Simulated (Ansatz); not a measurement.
Geometry optimisation, Ansatz 0.2.0, RKS BHLYP-D4/def2-SVP.

The input (input.yaml):

```yaml
crystal:
  periodic: [false, false, false]
  atoms:
    - { symbol: Si, position_ang: [0.050688, 0.089185, 0.161231] }
    - { symbol: H, position_ang: [0.486147, 0.197637, 1.542353] }
    - { symbol: H, position_ang: [1.476369, 0.021467, -0.096393] }
    - { symbol: "N", position_ang: [-0.755194, 1.406356, -0.586148] }
    - { symbol: C, position_ang: [-2.145066, 1.38237, -0.96145] }
    - { symbol: H, position_ang: [-2.583665, 0.405445, -0.759942] }
    - { symbol: H, position_ang: [-2.727719, 2.128985, -0.404933] }
    - { symbol: H, position_ang: [-2.274625, 1.596851, -2.030238] }
    - { symbol: C, position_ang: [-0.119806, 2.686671, -0.761249] }
    - { symbol: H, position_ang: [-0.200061, 3.028621, -1.803124] }
    - { symbol: H, position_ang: [-0.569474, 3.462662, -0.124492] }
    - { symbol: H, position_ang: [0.946541, 2.631091, -0.513762] }
    - { symbol: H, position_ang: [-0.700034, -1.15354, -0.106152] }
basis:
  gaussian: { orbitals: def2-SVP }
hamiltonian:
  xc: { name: BHLYP }
  dispersion: d4
relax:
  f_tol: 0.03
  max_steps: 50
output:
  orbitals: {}
```

Run as:

```bash
$ ansatz run input.yaml --threads 2 --pin off --max-ram 3072MiB --backend cpu --events-out ev --progress --plain --runs-dir out
```

**Question.** Where does it end, and by what steps?

**Answer.** The forces met the threshold. The force dipped under the threshold on the way, but the program's further checks kept it going. After 8 steps the energy has fallen by 0.441 eV; H2 moved furthest, 0.54 Å.

```csv
step,energy less start (eV),largest force component (eV/Å),accepted
0,0.0000,1.538,yes
1,-0.3946,0.346,yes
2,-0.3728,1.006,no
3,-0.4289,0.153,yes
4,-0.4358,0.173,yes
5,-0.4372,0.096,yes
6,-0.4397,0.016,yes
7,-0.4405,0.028,yes
8,-0.4407,0.020,yes
```

```xyz
13
Properties=species:S:1:pos:R:3
Si 0.076 0.114 0.215
H -0.025 0.233 1.698
H 1.519 0.118 -0.125
N -0.696 1.375 -0.677
C -2.116 1.373 -0.912
H -2.518 0.359 -0.852
H -2.671 1.993 -0.192
H -2.344 1.757 -1.914
C -0.078 2.665 -0.840
H -0.279 3.068 -1.841
H -0.439 3.408 -0.111
H 1.007 2.593 -0.729
H -0.552 -1.173 -0.166
```

Whether the end is a true minimum wasn't checked by a vibrational analysis.

The run took 62 s on 2 threads of Intel(R) Xeon(R) Processor @ 2.50GHz (Skylake/Cascade Lake) (shared host), peak memory 0.23 GiB.
